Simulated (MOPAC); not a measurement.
MOPAC input (PM7):

```
PM7 1SCF CHARGE=-1 GEO-OK AUX(PRECISION=9) THREADS=1
H2BOSe

B    -0.61983400 1    0.53918700 1   -0.87908400 1
H    -1.31278900 1    0.15274200 1   -1.78949900 1
O    -0.51638800 1    1.93167300 1   -0.84082800 1
H     0.05269700 1    2.13584900 1   -0.08487300 1
Se    0.24971700 1   -0.60111500 1    0.38224700 1
```

Output:

```
 *******************************************************************************
 **                                                                           **
 **                              MOPAC v23.2.5                                **
 **                                                                           **
 *******************************************************************************
 ** MOPAC's Digital Object Identifier: https://doi.org/10.5281/zenodo.6511958 **
 **                                                                           **
 ** Please cite the open-source release paper for use of this MOPAC version:  **
 ** J. E. Moussa and J. J. P. Stewart (2026)                                  **
 ** MOPAC: An open-source semiempirical molecular orbital program             **
 ** J. Open Source Softw., 11(119), 8025, https://doi.org/10.21105/joss.08025 **
 *******************************************************************************

                              PM7 CALCULATION RESULTS

 *******************************************************************************
 *  PM7        - The PM7 Hamiltonian to be used
 *  GEO-OK     - OVERRIDE INTERATOMIC DISTANCE AND OTHER SAFETY CHECKS
 *
 *
 *
 *                 CHARGE ON SYSTEM = -1
 *
 *
 *
 *  1SCF       - DO 1 SCF AND THEN STOP
 *  AUX        - OUTPUT AUXILIARY INFORMATION
 *******************************************************************************
PM7 1SCF CHARGE=-1 GEO-OK AUX(PRECISION=9) THREADS=1
 H2BOSe

   ATOM   CHEMICAL          X               Y               Z
  NUMBER   SYMBOL      (ANGSTROMS)     (ANGSTROMS)     (ANGSTROMS)

     1       B         -0.61983400  *   0.53918700  *  -0.87908400  *
     2       H         -1.31278900  *   0.15274200  *  -1.78949900  *
     3       O         -0.51638800  *   1.93167300  *  -0.84082800  *
     4       H          0.05269700  *   2.13584900  *  -0.08487300  *
     5      Se          0.24971700  *  -0.60111500  *   0.38224700  *

          CARTESIAN COORDINATES

    NO.       ATOM           X           Y           Z

     1         B         -0.6198      0.5392     -0.8791
     2         H         -1.3128      0.1527     -1.7895
     3         O         -0.5164      1.9317     -0.8408
     4         H          0.0527      2.1358     -0.0849
     5        Se          0.2497     -0.6011      0.3822

 General Reference for PM7:
 "Optimization of Parameters for Semiempirical Methods VI: More Modifications to the
 NDDO Approximations and Re-optimization of Parameters", J. J. P. Stewart, J. Mol. Mod., 1:32, 19 (2013)
 https://link.springer.com/article/10.1007/s00894-012-1667-x

           Empirical Formula: H2 O B Se  =     5 atoms

      MOLECULAR POINT GROUP   :   Cs

      RHF CALCULATION, NO. OF DOUBLY OCCUPIED LEVELS = 9

 -------------------------------------------------------------------------------
 PM7 1SCF CHARGE=-1 GEO-OK AUX(PRECISION=9) THREADS=1
 H2BOSe

     1SCF WAS SPECIFIED, SO BFGS WAS NOT USED
     SCF FIELD WAS ACHIEVED

                              PM7 CALCULATION
                                                       MOPAC v23.2.5 Linux

          FINAL HEAT OF FORMATION =       -107.61067 KCAL/MOL =    -450.24302 KJ/MOL

          COSMO AREA              =         94.15 SQUARE ANGSTROMS
          COSMO VOLUME            =         78.28 CUBIC ANGSTROMS

          IONIZATION POTENTIAL    =          3.203698 EV
          HOMO LUMO ENERGIES (EV) =         -3.204  3.650
          NO. OF FILLED LEVELS    =          9
          MOLECULAR WEIGHT        =        107.7852         POINT GROUP:  Cs

          MOLECULAR DIMENSIONS (Angstroms)

            Atom       Atom       Distance
            H     4    H     2     2.95009
           Se     5    O     3     2.84370
            H     2    O     3     0.00000

          SCF CALCULATIONS        =          1

   ATOM   CHEMICAL          X               Y               Z
  NUMBER   SYMBOL      (ANGSTROMS)     (ANGSTROMS)     (ANGSTROMS)

     1       B         -0.61983400  *   0.53918700  *  -0.87908400  *
     2       H         -1.31278900  *   0.15274200  *  -1.78949900  *
     3       O         -0.51638800  *   1.93167300  *  -0.84082800  *
     4       H          0.05269700  *   2.13584900  *  -0.08487300  *
     5      Se          0.24971700  *  -0.60111500  *   0.38224700  *

                             CARTESIAN COORDINATES

   1    B       -0.619834000     0.539187000    -0.879084000
   2    H       -1.312789000     0.152742000    -1.789499000
   3    O       -0.516388000     1.931673000    -0.840828000
   4    H        0.052697000     2.135849000    -0.084873000
   5   Se        0.249717000    -0.601115000     0.382247000

           Empirical Formula: H2 O B Se  =     5 atoms

      MOLECULAR POINT GROUP   :   Cs

                  EIGENVALUES
 -25.16958 -17.63810 -13.50221 -10.20302  -8.80853  -8.71283  -5.07119  -3.44722
  -3.20370   3.65001   4.94941   6.91531   8.95445  10.43454

              NET ATOMIC CHARGES AND DIPOLE CONTRIBUTIONS

  ATOM NO.   TYPE          CHARGE      No. of ELECS.   s-Pop       p-Pop
    1          B          -0.026799        3.0268     0.72076     2.30604
    2          H           0.066726        0.9333     0.93327
    3          O          -0.551291        6.5513     1.79825     4.75304
    4          H           0.316641        0.6834     0.68336
    5         Se          -0.805277        6.8053     1.97092     4.83435
 DIPOLE           X         Y         Z       TOTAL
 POINT-CHG.     0.296     0.063     0.396     0.499
 HYBRID        -0.044     0.962    -0.131     0.972
 SUM            0.252     1.024     0.266     1.088

          ATOMIC ORBITAL ELECTRON POPULATIONS

     Atom    s        px        py        pz
    1  B   0.72076   0.68779   0.72387   0.89437
    2  H   0.93327
    3  O   1.79825   1.66553   1.52650   1.56102
    4  H   0.68336
    5 Se   1.97092   1.63580   1.70880   1.48976

 **********************
 *                    *
 * JOB ENDED NORMALLY *
 *                    *
 **********************

 == MOPAC DONE ==
```

The dipole moment of an ion depends on the origin.

The geometry given is a B3LYP-D3(BJ)/def2-TZVP minimum.
